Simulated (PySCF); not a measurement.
C4H10OSi, SMILES C=C[C@H]([SiH3])CO.

Geometry: PBE0-D3(BJ)/def2-SVP. The structure was generated by enumeration; whether it is a known compound was not checked. One conformer was computed; it need not be the lowest.

Calculation: PBE0-D3(BJ)/def2-SVP in PySCF 2.14.0.

Frequencies are harmonic and unscaled.

| mode | ν (cm⁻¹) | IR (km/mol) | moving atoms (share of kinetic energy) |
|---|---|---|---|
| 1 | 75 | 0.4 | C 45 %, H 28 %, Si 14 %, O 13 % |
| 2 | 98 | 1.9 | O 33 %, H 26 %, C 25 %, Si 16 % |
| 3 | 161 | 3.2 | H 36 %, O 30 %, C 21 %, Si 12 % |
| 4 | 197 | 1.3 | H 79 %, C 9 % |
| 5 | 236 | 0.5 | H 49 %, C 36 %, Si 10 % |
| 6 | 275 | 23.8 | H 58 %, C 29 %, Si 11 % |
| 7 | 340 | 103.8 | H 78 %, C 18 % |
| 8 | 376 | 29.6 | C 47 %, H 32 %, O 20 % |
| 9 | 528 | 7.9 | H 43 %, C 35 %, Si 16 % |
| 10 | 574 | 13.6 | H 60 %, C 22 %, Si 18 % |
| 11 | 616 | 27.9 | H 80 %, C 10 %, Si 10 % |
| 12 | 721 | 17.5 | H 49 %, C 45 % |
| 13 | 792 | 17.9 | C 50 %, H 39 % |
| 14 | 869 | 23.9 | H 50 %, C 45 % |
| 15 | 917 | 205.5 | H 91 %, Si 8 % |
| 16 | 935 | 22.1 | H 77 %, C 23 % |
| 17 | 939 | 70.7 | H 93 % |
| 18 | 955 | 49.9 | H 97 % |
| 19 | 983 | 10.3 | H 80 %, C 19 % |
| 20 | 990 | 9.3 | H 58 %, C 32 %, O 10 % |
| 21 | 1034 | 8.9 | H 83 %, C 17 % |
| 22 | 1111 | 68.8 | H 60 %, C 34 % |
| 23 | 1148 | 66.4 | C 53 %, O 28 %, H 19 % |
| 24 | 1176 | 9.7 | H 56 %, C 43 % |
| 25 | 1226 | 29.4 | H 68 %, C 30 % |
| 26 | 1277 | 8.9 | H 68 %, C 32 % |
| 27 | 1317 | 5.2 | H 78 %, C 22 % |
| 28 | 1376 | 2.6 | H 78 %, C 17 % |
| 29 | 1402 | 46.3 | H 79 %, C 17 % |
| 30 | 1432 | 2.9 | H 81 %, C 19 % |
| 31 | 1485 | 3.5 | H 92 % |
| 32 | 1730 | 17.5 | C 88 %, H 12 % |
| 33 | 2227 | 88.1 | H 98 % |
| 34 | 2232 | 119.3 | H 96 % |
| 35 | 2243 | 96.7 | H 96 % |
| 36 | 3014 | 62.0 | H 94 % |
| 37 | 3073 | 4.3 | H 92 % |
| 38 | 3119 | 18.2 | H 91 %, C 9 % |
| 39 | 3132 | 16.9 | H 92 % |
| 40 | 3160 | 2.0 | H 94 % |
| 41 | 3263 | 5.5 | H 89 %, C 11 % |
| 42 | 3882 | 32.3 | H 94 % |
